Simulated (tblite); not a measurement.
C₄H₉LiO (SMILES [Li][O]C(C)(C)C), singlet, geometry from GFN2-xTB (such geometries of metal compounds can be far from the true shape); GFN1-xTB (tblite).

tblite was given this input:
```
$ tblite run mol.xyz --method gfn1 --charge 0 --spin 0 --efield 0,0,0.1 --json tblite.json --no-restart

# file mol.xyz
15

Li     0.95282533     1.83910014     1.90101642
O      0.43255239     0.83489297     0.86300098
C     -0.03502592    -0.06760544    -0.06988148
C      1.00996337    -1.17350099    -0.30087268
C     -1.34138713    -0.70998579     0.42925014
C     -0.30790875     0.64947623    -1.40393297
H      0.65889409    -1.89504914    -1.03388174
H      1.20824296    -1.68396616     0.63909625
H      1.93671757    -0.72571334    -0.65307142
H     -1.15549998    -1.21800808     1.37306708
H     -1.72553327    -1.42501360    -0.29348815
H     -2.08443706     0.06696570     0.59554582
H      0.61189980     1.10687161    -1.76194522
H     -1.04551189     1.43359257    -1.24729881
H     -0.67751677    -0.04642778    -2.15245897
```

It wrote (shortened):

```
xTB calculator
 | screened Coulomb repulsion
 | Coulomb electrostatics
 |  * isotropic Klopman-Ohno-Mataga-Nishimoto electrostatics
 |  * onsite third-order electrostatics
 | DFT-D3(BJ) dispersion correction
 | Interactions (1)
 | [1] electric field

halogen bonding energy    0.0000000000000E+00 Eh
repulsion energy          2.1333705892747E-01 Eh
dispersion energy        -5.3718455870161E-03 Eh
interaction energy        0.0000000000000E+00 Eh
number of electrons       3.2000000000000E+01 e
integral cutoff           4.0000000000000E+01 bohr

------------------------------------------------------------
  cycle        total energy    energy error   density error
------------------------------------------------------------
      1     -18.26720067349  -1.8475166E+01   3.9395983E-01
      2     -18.40643548075  -1.3923481E-01   2.2737057E-01
      3     -18.40547748385   9.5799690E-04   7.8252799E-02
      4     -18.40835973046  -2.8822466E-03   3.7066562E-02
      5     -18.41644106593  -8.0813355E-03   1.7076279E-03
      6     -18.41644338720  -2.3212627E-06   1.6512017E-03
      7     -18.41644812519  -4.7379959E-06   4.2963297E-04
      8     -18.41644914391  -1.0187194E-06   5.8823275E-05
      9     -18.41644916212  -1.8208215E-08   1.2111025E-05
------------------------------------------------------------

electronic energy        -1.8624414375459E+01 Eh
total energy             -1.8416449162119E+01 Eh

Post processing:
 | Mayer-Wiberg bond orders

[Info] JSON dump of results written to 'tblite.json'
```
